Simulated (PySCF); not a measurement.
## How methods differ on the ionisation energy of Ho²⁷⁺

Ho²⁷⁺ [Kr] 4d4 [4d3/2^4, M_J = 0] → Ho²⁸⁺ [Kr] 4d3 [4d3/2^3, M_J = 3/2], as a difference of total energies. Calculation: PySCF 2.14, in an even-tempered Gaussian basis (17 s from 2.3 bohr⁻², ratio 2.8; 14 p from 2.9 bohr⁻², ratio 2.8; 9 d from 2.9 bohr⁻², ratio 2.8; 3 f from 12 bohr⁻², ratio 3); the two-component X2C-1e Hamiltonian. Correlated levels: [Ar] 3d10 frozen; the 92 highest virtual spinors dropped. "Screened" scales the spin-orbit matrix elements by Boettger's factors to mimic the two-electron term; Breit and QED terms are absent.

| method | ionisation energy (eV) |
| --- | --- |
| GHF (spin-free) | 980.59 |
| GMP2 (spin-free) | 980.77 |
| GHF (screened spin-orbit) | 983.38 |

Breit and QED terms and the two-electron picture change are absent.

The spin-free rows relax to the high-spin LS determinant and lack the spin-orbit shift.

The labels give the starting determinants; with spin-orbit coupling the two ends relaxed to ⟨J²⟩ = 0.00, ⟨L²⟩ = 2.45, ⟨S²⟩ = 2.45 and ⟨J²⟩ = 3.91, ⟨L²⟩ = 8.59, ⟨S²⟩ = 2.33.

For comparison: 985 ± 4 eV (theoretical estimate listed by NIST; NIST Atomic Spectra Database, ionization energies).
